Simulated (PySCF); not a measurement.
Se(Me)(OSiH3) (CH6OSeSi), SMILES C[Se]O[SiH3].

Coordinates come from a TPSSh-D3(BJ)/def2-SVP optimisation. The structure was generated by enumeration, and PubChem lists no compound with its InChIKey, so it may never have been made. Other conformers were not sampled.

Two levels are set side by side: TDDFT-PBE/def2-SVPD (PySCF) and TDDFT-PBE0/def2-SVPD (PySCF). Vertical, same geometry. The lowest singlet is HOMO→LUMO 100 % with PBE and HOMO→LUMO 99 % with the other functional; states are paired by order. Differences are taken from unrounded values.

| quantity | TDDFT-PBE0 | TDDFT-PBE | TDDFT-PBE minus TDDFT-PBE0 |
|---|---|---|---|
| lowest singlet excitation (eV) | 3.46 | 3.23 | -0.23 |
| lowest triplet excitation (TDA) (eV) | 2.67 | 2.53 | -0.14 |

A lower first singlet is the usual sign of a functional without exact exchange. Differences between two approximate levels are no errors against the true value.

Rough cost on one machine, each run with all the roots and properties that it gave: TDDFT-PBE0 against TDDFT-PBE about 4 times.
